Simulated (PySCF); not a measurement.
Correlation energy of Tl⁺ (thallium, charge +1)

[Xe] 4f14 5d10 6s1 6p1, high-spin 3P determinant (an excited configuration). Computed with PySCF 2.14 in aug-cc-pwCVDZ-PP with ECP60MDF (6s5p4d1f, 48 functions), with scalar relativity through the core potential. Frozen: 5s2 5p6 5d10; 2 electrons correlated.

With two correlated electrons CCSD is exact within the correlated space (frozen core and kept virtual orbitals).

| level | correlation energy (mhartree) |
| --- | --- |
| CCSD | -2.98 |

Diagnostics: T1 = 0.0022, D1 = 0.0031, largest double amplitude 0.024.

Spin-orbit coupling, absent here, splits the open shell strongly.

Cost of the coupled-cluster step: about 0.8 core-seconds, for 2 correlated electrons.
